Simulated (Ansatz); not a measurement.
Kohn–Sham single points on FH$_{2}$OPSi.

```yaml
crystal:
  periodic: [false, false, false]
  atoms:
    - {symbol: F, position_ang: [-2.030271, -0.732542, 0.058063]}
    - {symbol: Si, position_ang: [-1.539371, 0.208812, -1.161098]}
    - {symbol: O, position_ang: [-0.051042, 0.660816, -0.657271]}
    - {symbol: P, position_ang: [0.954839, 0.529278, 0.656882]}
    - {symbol: H, position_ang: [2.099492, 0.050620, -0.040442]}
    - {symbol: H, position_ang: [0.608554, -0.780984, 1.097764]}
basis:
  gaussian: {orbitals: def2-TZVPP}
hamiltonian: {xc: {name: BHLYP}, dispersion: d4}
output: {orbitals: {seedname: orbitals}}
```

```sh
$ ansatz run in.yaml --threads 2 --pin off --events-out ev --progress --plain --max-ram 4352MiB
```

It prints (some lines left out):

```
Functional definition: BHLYP
1092 factors; their error is unknown
mean field evaluation 1: about -21961.1538 eV, gradient 5.4e1 eV
mean field evaluation 2: about -21957.2478 eV, gradient 7.3e1 eV
mean field evaluation 4: about -21965.6398 eV, gradient 3.7e0 eV
mean field evaluation 8: about -21965.7560 eV, gradient 4.2e-2 eV
mean field -21965.75601122 eV, -807.2266444882 hartree, gradient 3.0e-5 eV, S^2 0.000000; 0 other end points of the search recorded, 0 dependent functions left out
reference -21965.75617103 eV, -807.2266503612 hartree; 24, 24 occupied and 150, 150 virtual orbitals, 1092 factors
Total energy: -21965.94425163 eV, -807.2335621954 hartree
```

It took 2.3 s on 2 threads of an Arm Neoverse V1 on a shared host, with 0.35 GiB of host memory at the peak.

With the line `hamiltonian: {xc: {name: wB97X-V}}` (abridged; 7 s):

```
Functional definition: wB97X-V
mean field evaluation 16: about -21963.2444 eV, gradient 7.0e-5 eV
mean field -21963.24437968 eV, -807.1343437313 hartree, gradient 7.0e-5 eV, S^2 0.000000
Total energy: -21963.24437798 eV, -807.1343436692 hartree
```

With the line `hamiltonian: {xc: {name: B2PLYP}}` (abridged; 4.5 s):

```
Functional definition: B2PLYP
mean field evaluation 16: about -21951.9435 eV, gradient 1.0e-4 eV
mean field -21951.94352799 eV, -806.7190450920 hartree, gradient 6.7e-6 eV, S^2 0.000000
12 core orbitals not correlated: weight in the atoms' cores, before any rotation towards them, 1.000 or more for the frozen orbitals, at most 0.000 for the correlated occupied ones
second order -24.15437293 eV of doubles, -0.00000000 eV of singles
Total energy: -21958.46535807 eV, -806.9587179268 hartree
```

The same input with `hamiltonian: {xc: pbe0, dispersion: d4}` (abridged; 2.6 s):

```
Functional definition: PBE0
mean field evaluation 16: about -21955.9419 eV, gradient 2.2e-5 eV
mean field -21955.94186459 eV, -806.8659812517 hartree, gradient 2.2e-5 eV, S^2 0.000000
Total energy: -21956.06161416 eV, -806.8703819672 hartree
```

Changing it to `hamiltonian: {xc: {name: PBE-QIDH}}` (abridged; 4.7 s):

```
Functional definition: PBE-QIDH
mean field evaluation 16: about -21943.1783 eV, gradient 1.2e-4 eV
mean field -21943.17828692 eV, -806.3969284239 hartree, gradient 1.5e-6 eV, S^2 0.000000
12 core orbitals not correlated: weight in the atoms' cores, before any rotation towards them, 1.000 or more for the frozen orbitals, at most 0.000 for the correlated occupied ones
second order -22.42515774 eV of doubles, -0.00000000 eV of singles
Total energy: -21950.65335048 eV, -806.6716319430 hartree
```

Changing it to `hamiltonian: {xc: {name: CAM-B3LYP}, dispersion: d4}` (abridged; 2.8 s):

```
Functional definition: CAM-B3LYP
mean field evaluation 16: about -21966.9731 eV, gradient 7.2e-5 eV
mean field -21966.97311541 eV, -807.2713722421 hartree, gradient 7.2e-5 eV, S^2 0.000000
Total energy: -21967.09568080 eV, -807.2758764371 hartree
```
